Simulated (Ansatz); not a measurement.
The same group exchange along the group O, S, Te.

Isolated molecules relaxed with PBE0-D4/def2-TZVP in Ansatz; ΔE leaves out vibrations. CBS: MP2 limit from def2 TZ/QZ plus the TZ coupled-cluster correction, frozen cores. This one scheme is used for every species. def2 core potentials past Kr. For Te outer-core shells are correlated without core-valence functions, which leaves a few kJ/mol of doubt a bond. One conformer a species, not always the lowest.

```json
{"reaction": "`NB(O)F` + CH₄ → `CB(N)O` + H–F", "CCSD/CBS(def2) (kcal/mol)": "31.8"}
{"reaction": "`NB(F)S` + CH₄ → `CB(N)S` + H–F", "CCSD/CBS(def2) (kcal/mol)": "30.3"}
{"reaction": "`NB(F)[TeH]` + CH₄ → `CB(N)[TeH]` + H–F", "CCSD/CBS(def2) (kcal/mol)": "28.9"}
```

Problem. Give the CCSD(T)/CBS values in the same order. (Best estimate.)

Solution. Ansatz gave: 31.1, 29.7, 28.3 kcal/mol.

Largest T1 diagnostic: 0.012, for `NB(F)S`.
